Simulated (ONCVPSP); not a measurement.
## Transferability test, ONCV potential for oxygen (O)

- Element: oxygen
- Generator: ONCVPSP 4.0.1
- Type: optimised norm-conserving Vanderbilt (ONCV)
- Functional: PW91
- Relativity: non-relativistic
- Frozen core: [He]
- Valence charge: 6
- Reference configuration: 2s2 2p3.5 (charge +0.5)
- Partial waves: 2s: rc 0.80 bohr, ncon 4, nbas 9, qcut 10.5 1/bohr, local; 2p: rc 2.00 bohr, ncon 5, nbas 9, qcut 6.6 1/bohr, 2 projectors, debl 1.1 Ha; d scattering state at 0.26 Ha: rc 2.00 bohr, ncon 4, nbas 9, qcut 5.7 1/bohr, 1 projector
- Local potential: the s channel
- Core correction: Teter function, fcfact 3.25, rcfact 1.65

Energies are relative to the spin-unpolarised reference configuration 2s2 2p3.5; without spin polarisation the order of configurations can differ from experiment.

```
valence configuration  charge  ΔE all-electron (eV)  error AE − PS (meV)
              2s2 2p3      +1                10.198                  +34
              2s2 2p2      +2                43.907                 +512
              2s2 2p0      +4               174.954                +5769
```

Question: What are ΔE and the potential's error for 2s2 2p4?

Answer: ΔE = -6.333 eV all-electron; the error (AE − PS) is +17 meV.

Levels in the configuration 2s2 2p0:

```tsv
level	all-electron (eV)	pseudo (eV)
2s	-102.733	-100.279
```
